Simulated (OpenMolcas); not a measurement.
## Pt3+ in a point-charge field

Pt3+ among 4 point charges of -1 e arranged as a tetrahedron (Td), 1.99 Å from the ion.

```yaml
Program: OpenMolcas 26.06
Method: "SS-CASPT2, IPEA 0.25 Eh, imaginary shift 0.1 Eh (closed shells correlated: 4f 5s 5p)"
Basis: ANO-RCC-VDZP [7s6p4d2f]
Scalar_Hamiltonian: DKH2, point nucleus
Active_space: 7 electrons in 5 orbitals (5d)
State_averaging: 2S+1 = 4 even, 10 roots; 2S+1 = 2 even, 40 roots
Spin-orbit_coupling: state interaction with AMFI integrals over the reference wave functions
```

The lowest spin-free states (labels of Td), above the lowest:

```tsv
State	Degeneracy	E (cm-1)	Free-ion L (%)
4A2	1	0	F (100)
4T2	3	2160	F (100)
4T1	3	4000	F (99)
4T1	3	14070	P (99)
2E	2	14650	G (87)
2T1	3	14880	G (86)
2A1	1	15170	G (100)
2T2	3	15880	G (97)
2T1	3	18720	H (58)
2T2	3	19460	H (85)
2T1	3	20220	P (51)
2E	2	20290	H (70)
2T1	3	21480	H (85)
2T2	3	21520	D (83)
2E	2	23400	D (67)
2A2	1	30880	F (100)
2T2	3	31280	F (99)
2T1	3	31790	F (99)
2E	2	48270	D (100)
2T2	3	48650	D (99)
```

The lowest levels with spin-orbit coupling:

| E (cm-1) | Degeneracy | Label | 2S+1 | g |
| --- | --- | --- | --- | --- |
| 0 | 4 | Γ8 | 4 (86 %) |  |
| 1120 | 4 | Γ8 | 4 (82 %) |  |
| 1570 | 2 | Γ6 | 4 (80 %) | 4.56 4.56 4.56 |
| 10650 | 4 | Γ8 | 4 (79 %) |  |
| 11060 | 2 | Γ6 | 4 | 2.71 2.71 2.71 |
| 11240 | 2 | Γ7 | 4 | 3.83 3.83 3.83 |
| 12340 | 4 | Γ8 | 4 (63 %) |  |
| 12690 | 2 | Γ7 | 4 (70 %) | 2.01 2.01 2.01 |
| 12940 | 4 | Γ8 | 4 (63 %) |  |
| 18600 | 4 | Γ8 | 4 (81 %) |  |
| 19410 | 4 | Γ8 | 4 |  |
| 19680 | 2 | Γ6 | 2 (82 %) | 3.90 3.90 3.90 |
| 20070 | 4 | Γ8 | 2 (80 %) |  |
| 20480 | 2 | Γ7 | 4 | 2.47 2.47 2.47 |
| 21250 | 4 | Γ8 | 2 (86 %) |  |
| 23510 | 2 | Γ6 | 4 (67 %) | 2.02 2.02 2.02 |
| 26250 | 4 | Γ8 | 2 |  |
| 26750 | 2 | Γ7 | 2 | 3.87 3.87 3.87 |
| 27200 | 2 | Γ6 | 2 | 3.09 3.09 3.09 |
| 27530 | 4 | Γ8 | 2 |  |

Powder χT (cm3 K/mol): 3.92 at 2 K, 3.93 at 10 K, 4 at 50 K, 4.08 at 100 K, 4.23 at 200 K, 4.39 at 300 K. The effective moment at 300 K is 2.828 √(χT) = 5.92 μB.

Roots that are degenerate in the reference are averaged as groups; the widest CASPT2 spread within a group is 120 cm-1 (the 3-fold group of multiplicity 2 near 21500 cm-1 above the lowest state of its run). Shifts and gaps below about the spread of the groups concerned are not significant. Spin-orbit coupling mixes the spin-free states strongly: the lowest level takes only 40 % from its leading state, 4A2. The ground term spreads over less than 5000 cm-1, several times less than with real ligands, so orbital moments are less quenched and χT lies further from the spin-only value than at real sites. Free-ion shares, where given, are those of the reference states; single-state CASPT2 does not remix them. Point charges carry no covalency, so the field is a model and not that of real ligands. No measured value stands beside these numbers.
